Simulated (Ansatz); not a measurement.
Isolated molecules relaxed with PBE0-D4/def2-TZVP in Ansatz; ΔE leaves out vibrations. CBS: MP2 limit from def2 TZ/QZ plus the TZ coupled-cluster correction, frozen cores. This one scheme is used for every species. Functionals use def2-TZVPP. For Mg outer-core shells are correlated without core-valence functions, which leaves a few kJ/mol of doubt a bond. One conformer a species, not always the lowest.

`C[S][Mg][SH]` + `[CH3][Al]([SH])[Cl]` → `C[S][Mg][Cl]` + `[CH3][Al]([SH])[SH]`  (redistribution)

| level | ΔE (kcal/mol) |
| --- | --- |
| ωB97M-V | -3.3 |
| PBE0 | -3.3 |
| HF/def2-TZVPP | -3.6 |
| MP2/def2-TZVPP | -3.2 |
| HF/def2-QZVPP | -3.7 |
| SCS-MP2/def2-QZVPP | -3.4 |
| HF/CBS(def2) | -3.7 |
| CCSD/CBS(def2) | -3.3 |

Question: What does CCSD(T)/CBS give? (Estimate.)

Answer: The calculation gave: -3.3 kcal/mol. The listed levels differ from it by 0.0, 0.0, -0.3, 0.1, -0.4, -0.1, -0.4, 0.0 kcal/mol.

Largest T1 diagnostic among the species: 0.011.
